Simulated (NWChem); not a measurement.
System: BICl2; SMILES ClB(Cl)I

Program: NWChem. Structure relaxed at the PBE0/def2-SVP level. Not confirmed as a minimum by frequencies. def2 effective core potentials on I; no spin-orbit coupling. Gas phase, vertical.

PBE/def2-SVPD, TDA puts singlet state 2 at 4.90 eV with oscillator strength 0.141.

Task: Give the wavelength, the transition dipole and the radiative lifetime of that state in vacuum.

Result: 
1. λ = 1239.84/4.90 = 253 nm, or 39520 cm⁻¹.
2. f = (2/3) ΔE μ² in atomic units, so μ = √(1.5 f/ΔE) = 1.08 a.u. = 2.75 D.
3. τ = 1.499 s cm⁻² / (f ν²) = 6.8 ns, for a non-degenerate state that emits at the vertical energy; a higher state like this one mostly decays faster by other paths.
